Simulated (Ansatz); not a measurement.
Calculated with Ansatz (gas phase, PBE0-D4/def2-TZVP geometries, no zero-point term in ΔE). CCSD(T)/CBS is the MP2 limit (def2-TZVPP, def2-QZVPP) plus CCSD(T) − MP2 in def2-TZVPP, frozen cores. This one scheme is used for every species. Functionals use def2-TZVPP. For Br, Ge outer-core shells are correlated without core-valence functions, which leaves a few kJ/mol of doubt a bond. Scalar relativity is left out up to krypton. One conformer a species, not always the lowest.

Reaction (hydrogenolysis of a Ge–Br bond): `[NH2][Ge][Br]` + H₂ → `[NH2][GeH]` + HBr

| level | ΔE (kJ/mol) |
| --- | --- |
| r2SCAN-D4 | 132.9 |
| r2SCAN | 132.0 |
| MP2/def2-SVP | 115.8 |
| CCSD/def2-SVP | 101.0 |

What does CCSD(T)/CBS give? (Best estimate.)

The calculation gave: +125.7 kJ/mol. The listed levels differ from it by 7.2, 6.3, -9.9, -24.7 kJ/mol.

Largest T1 diagnostic among the species: 0.015.

In def2-TZVPP, CCSD(T) changes the Hartree–Fock value by +4.4 kJ/mol (the triples alone add +4.1 kJ/mol) and MP2 by +16.9 kJ/mol. The D4 term adds +7.5 kJ/mol with B3LYP and +3.9 kJ/mol with PBE0; it sums over pairs of atoms, weighted by their polarisabilities, and B3LYP, whose exchange is more repulsive, gets the larger term. At CCSD(T), def2-SVP lies −22.1 kJ/mol from the extrapolated value and def2-TZVPP −7.7 kJ/mol.

B3LYP here is the variant with VWN-RPA as its local correlation; programs differ in this.
